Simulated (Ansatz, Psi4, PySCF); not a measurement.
H$_{9}$N$_{3}$Si$_{3}$, triplet, at the geometry of the source list (a higher spin typed on purpose: for a closed-shell molecule this is an excited state) (in this run its highest filled SCF level lies above zero, so its values depend strongly on the basis, on diffuse functions most of all). Base run: HF/STO-3G run with PySCF.

The PySCF input:
```python
from pyscf import gto, scf

mol = gto.M(
    atom='''
Si    1.669100   -0.434200   -0.530100
N     0.512000   -1.521400    0.146900
Si   -1.176600   -1.299400    0.428700
N    -1.441100    0.397000    0.603000
Si   -0.531500    1.723900   -0.021900
N     1.085500    1.165200   -0.249500
H     1.839600   -0.683200   -1.975100
H     2.940000   -0.600000    0.186000
H     0.821200   -2.476200    0.200700
H    -1.970600   -1.840900   -0.691100
H    -1.529800   -1.958400    1.692000
H    -2.349600    0.643400    0.956600
H    -0.519100    2.794500    0.982000
H    -1.105400    2.198500   -1.295700
H     1.756300    1.891300   -0.432500
''',
    basis='sto-3g',
    charge=0,
    spin=2,
    verbose=4,
)

mf = scf.UHF(mol)
mf.kernel()
```

The same geometry, method and basis name were run in Ansatz (a quantum-chemistry and plane-wave program) and Psi4 and PySCF, at each program's defaults and at the settings that a row names. The base is PySCF at its defaults. Differences at the defaults can come from grids, fitting, cores and function types together.

| code and settings | ΔE vs base (mEh) | basis functions | E (Eh) | SCF cycles | dipole (D) | outcome |
|---|---|---|---|---|---|---|
| PySCF, defaults (exact integrals, spherical functions) | 0.000 | 51 | -1022.93930 | 26 | 0.54 | converged |
| Psi4, defaults (density fitting with its default set, spherical functions) | -162.4 | 51 | -1023.10169 | 13 | 1.29 | another SCF solution |
| Ansatz, defaults (factorised integrals, spherical functions) | -161.2 | 51 | -1023.10047 | - | - | converged |
| PySCF, density fitting with def2-universal-jkfit | -1.178 | 51 | -1022.94048 | 26 | 0.54 | converged |
| Psi4, exact integrals, spherical functions | -161.2 | 51 | -1023.10051 | 18 | 1.29 | another SCF solution |
| Ansatz, high accuracy | -161.2 | 51 | -1023.10051 | - | - | converged |

A guess, shift, damping, solver or small numerical setting can't move a converged solution much, so rows marked as another SCF solution ended in a different state.

Open shells are given as the SCF converged; they aren't shown to be the lowest states, and a large step between rows can be another state.
